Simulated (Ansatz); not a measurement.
Task: Name a neutral molecule of Al, Br, S and H with HOMO energy (PBE/def2-TZVPP) between -7.05 and -6.75 eV and HOMO energy (PBE0/def2-TZVPP) between -8.30 and -8.00 eV (Ansatz, PBE0-D4/def2-TZVP geometry).

Result: `[SH][Al]([Br])[Br]` (-6.99 eV, -8.21 eV); `[SH][AlH][Br]` (-6.85 eV, -8.05 eV). Other molecules can fit too; these were computed, each in one conformer that needn't be the lowest.
